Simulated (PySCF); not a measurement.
**Ge: excitation energy**

Ge [Ar] 3d10 4s2 4p2 (3P) → Ge [Ar] 3d10 4s2 4p1 4d1 (high-spin determinant), as a difference of total energies. All numbers are calculated (PySCF 2.14, scalar relativity by spin-free X2C-1e, in x2c-TZVPPall with one added diffuse shell each of s, p, d type (7s6p5d1f, 57 functions)). Correlated levels: valence: [Ar] 3d10 frozen. The calculations carry no spin-orbit coupling.

```tsv
method	excitation energy (eV)
UHF	6.467
MP2 (valence)	6.638
SCS-MP2 (valence)	6.590
CCSD (valence)	6.395
CCSD(T) (valence)	6.265
```

How much does correlation contribute at CCSD(T) (valence)?

6.265 − (6.467) = -0.202 eV, measured against UHF.

A first-order spin-orbit estimate (lowest level to lowest level, LS coupling) adds 0.018 eV.

The promoted electron is Rydberg-like, and one or two diffuse shells describe it only roughly, which tends to raise the upper state.

The coupled-cluster amplitudes are large for the upper state (T1 above 0.03 or a double amplitude above 0.15), so a single reference is strained.

The determinant of the upper state mixes LS terms, which raises its energy above the lowest term, most at the Hartree-Fock and MP2 levels.
